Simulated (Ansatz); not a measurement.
`[SiH3]CCSS` → `CS[SiH](C)S`  (isomerisation)

Gas-phase electronic energies from Ansatz, PBE0-D4/def2-TZVP geometries. CCSD(T)/CBS adds triple-zeta CCSD(T) − MP2 to the extrapolated MP2 energy (def2 sets, frozen cores). Each species was taken in one conformer, which may not be the lowest.

`[SiH3]CCSS`:

Z-matrix (Å, degrees):
```
Si
C 1 1.886
H 1 1.489 2 110.0
H 1 1.489 2 108.6 3 118.6
H 1 1.485 2 112.4 3 -121.9
C 2 1.518 1 114.6 3 41.3
H 2 1.096 1 108.6 3 -81.0
H 2 1.095 1 108.2 3 164.0
S 6 1.814 2 114.6 1 51.1
H 6 1.096 2 111.0 1 -64.2
H 6 1.093 2 112.0 1 175.7
S 9 2.038 6 103.8 2 56.9
H 12 1.348 9 99.0 6 87.9
```

`CS[SiH](C)S`:

Z-matrix (Å, degrees):
```
C
S 1 1.815
H 1 1.090 2 111.2
H 1 1.089 2 106.9 3 -118.8
H 1 1.090 2 110.6 3 122.6
Si 2 2.125 1 100.6 3 -72.8
S 6 2.145 2 112.0 1 -58.5
C 6 1.863 2 113.8 1 60.2
H 6 1.485 2 103.3 1 -178.2
H 7 1.343 6 94.5 2 -55.2
H 8 1.092 6 109.9 2 57.9
H 8 1.093 6 110.5 2 177.9
H 8 1.092 6 111.1 2 -62.1
```

```tsv
species	CCSD/def2-TZVPP energy (Eh)
`[SiH3]CCSS`	-1165.35633
`CS[SiH](C)S`	-1165.43332
```

Work out ΔE.

ΔE = (-1165.43332) − (-1165.35633) = -0.07699 Eh = -48.3 kcal/mol. CCSD(T)/CBS gives -48.5 kcal/mol.

Largest T1 diagnostic among the species: 0.011.

From PBE to PBE0 (25 % exact exchange), in def2-TZVPP and without D4, ΔE moves by −1.6 kcal/mol.
